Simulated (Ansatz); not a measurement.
Total energies of AlH3Se3 (`[SeH][Al]([SeH])[SeH]`).

```tsv
atom	x (Å)	y (Å)	z (Å)
Se1	-2.189	0.254	0.858
Al2	0.066	0.143	0.349
Se3	1.537	0.877	1.975
Se4	0.903	-0.647	-1.659
H5	-2.555	-0.328	-0.440
H6	2.685	0.596	1.102
H7	-0.447	-0.895	-2.184
```

Charge 0, multiplicity 1. Correlated methods include outer-core shells of Se, which these sets cover unevenly. Scalar relativity is left out up to krypton. The geometry is a stationary point of PBE0-D4/def2-TZVP. It is one conformer, not always the lowest. Basis def2-TZVPP, the Gaussian-basis code of Ansatz.

RPA on PBE orbitals: Hartree–Fock energy of these orbitals -7443.28513 Eh, correlation -1.37649 Eh (frozen core).

| functional | energy without D4 (Eh) | D4 term (kJ/mol) |
| --- | --- | --- |
| LDA (SPW92) | -7437.71452 | – |
| PBE | -7447.82085 | -23.1 |
| BLYP | -7449.14519 | -47.6 |
| PBE0 | -7448.07831 | -20.3 |
| B3LYP | -7449.17041 | -38.2 |
| r2SCANh | -7448.97540 | -5.9 |
| r2SCAN0 | -7448.96045 | -6.7 |
| HSE06 (plane-wave form) | -7448.08151 | -19.5 |
| CAM-B3LYP | -7449.41341 | -21.7 |
| LC-ωPBE | -7447.97017 | – |
| ωB97X-V | -7448.33838 | – |
| ωB97M-V | -7448.61808 | – |
| B2PLYP | -7447.78884 | – |
| PBE-QIDH | -7447.04130 | – |

Task: Give the same for revPBE, r2SCAN, B97M-V, BHLYP. (Best estimate.)

Result: The calculation gave: 
| functional | energy without D4 (Eh) | D4 term (kJ/mol) |
| --- | --- | --- |
| revPBE | -7448.39084 | -49.8 |
| r2SCAN | -7448.98644 | -5.2 |
| B97M-V | -7447.66871 | – |
| BHLYP | -7449.00422 | -37.5 |

B3LYP takes the VWN-RPA correlation (the form of Gaussian; ORCA's B3LYP/G). HSE06 is the plane-wave form, built on full-range PBE exchange. The double hybrids freeze the cores in their second-order part.

LC-ωPBE has ω = 0.4 bohr⁻¹.
